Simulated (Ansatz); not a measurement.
# Ligand exchange: C3H9BO2 + C3H5NO → C2H7BO3 + C4H7N

Species: C3H9BO2 (boronic acid, methyl-, dimethyl ester) `COB(C)OC`, singlet; C3H5NO (3-hydroxypropionitrile) `N#CCCO`, singlet; C2H7BO3 `COB(O)OC`, singlet; C4H7N (butyronitrile) `CCCC#N`, singlet. The partners trade CH3 for OH: B–CH3 and C–OH bonds give way to B–OH and C–CH3.

Shapes, held fixed at every level: PBE0-D4/def2-TZVP. Flexible molecules stand in one conformer, not always the lowest. Programs: Ansatz 0.2.0. Electronic energies: no zero-point or thermal term.

(1) Estimate ΔE of this reaction.

Answers

(1) The highest level, CCSD(T)/CBS estimate, gives ΔE = -165.8 kJ/mol; the levels span -170.4 to -153.2. The column of differences is taken from that level and isn't an error. No measured value is set beside it here. The CBS estimate extrapolates MP2 from def2-TZVPP and def2-QZVPP and adds CCSD(T) − MP2 in the triple-zeta set, cores frozen.

```tsv
level	kind	ΔE (kJ/mol)	less CCSD(T)/CBS estimate
PBE-D4/def2-TZVPP	GGA	-153.2	+12.6
r2SCAN-D4/def2-TZVPP	meta-GGA	-162.5	+3.3
wB97M-V/def2-TZVPP	range-separated hybrid	-162.5	+3.3
wB97X-V/def2-TZVPP	range-separated hybrid	-160.5	+5.3
B2PLYP/def2-TZVPP	double hybrid	-165.3	+0.5
MP2/def2-TZVPP	perturbation theory	-170.4	-4.6
CCSD(T)/CBS estimate	coupled cluster or CI	-165.8	0.0
```
